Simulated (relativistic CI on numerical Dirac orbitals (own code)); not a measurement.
**Radial parameters of I11+**

Computed by Dirac-Coulomb-Breit CI, KLI orbitals optimised for each configuration, a model potential for QED, unscaled Slater integrals (own radial code, finite nucleus).

Slater integrals F^k, G^k are unscaled and averaged over j, outside the closed core [Ar] 3d10; ζ comes from projecting the Hamiltonian with its Breit term on Σ l·s of the shell.

- 4s²4p⁶4d⁶: F^2(4d,4d) = 123080, F^4(4d,4d) = 82834, ζ(4d) = 6486.1 cm⁻¹; <r>(4d) = 0.8258, <r^2>(4d) = 0.7819 (bohr units).
- 4s²4p⁵4d⁷: ζ(4p) = 64046, F^2(4d,4d) = 123190, F^4(4d,4d) = 82907, F^2(4p,4d) = 128810, G^1(4p,4d) = 163520, G^3(4p,4d) = 102710, ζ(4d) = 6486.6 cm⁻¹; <r>(4p) = 0.7563, <r^2>(4p) = 0.6474, <r>(4d) = 0.8248, <r^2>(4d) = 0.7801 (bohr units).
- 4s²4p⁶4d⁵4f: F^2(4d,4d) = 123310, F^4(4d,4d) = 82993, ζ(4d) = 6546.5, F^2(4d,4f) = 111840, F^4(4d,4f) = 72814, G^1(4d,4f) = 132960, G^3(4d,4f) = 84747, G^5(4d,4f) = 60323, ζ(4f) = 333.35 cm⁻¹; <r>(4d) = 0.8241, <r^2>(4d) = 0.7788, <r>(4f) = 0.9519, <r^2>(4f) = 1.059 (bohr units).

Problem. Give the Racah parameters of the d shell in 4s²4p⁶4d⁶.

Solution. B = F²/49 − 5F⁴/441 = 1573 cm⁻¹ and C = 35F⁴/441 = 6574 cm⁻¹.

Averages of the first 10 configurations, taken without configuration mixing, which lowers the lowest level and can move excited configurations by several eV; other configurations of the list can lie among them:

| Configuration | Parity | States | Average energy above the lowest level (eV) |
| --- | --- | --- | --- |
| 4s²4p⁶4d⁶ | even | 210 | 7.9 |
| 4s²4p⁵4d⁷ | odd | 720 | 97.1 |
| 4s²4p⁶4d⁵4f | odd | 3528 | 98.5 |
| 4s²4p⁴4d⁸ | even | 675 | 188.2 |
| 4s²4p⁶4d⁵5s | even | 504 | 84.7 |
| 4s4p⁶4d⁷ | even | 240 | 158.1 |
| 4s²4p⁶4d⁵5p | odd | 1512 | 104.0 |
| 4s²4p⁶4d⁴5s² | even | 210 | 166.5 |
| 4s²4p⁶4d⁴4f5s | odd | 5880 | 176.7 |
| 4s²4p⁶4d⁵5d | even | 2520 | 133.1 |
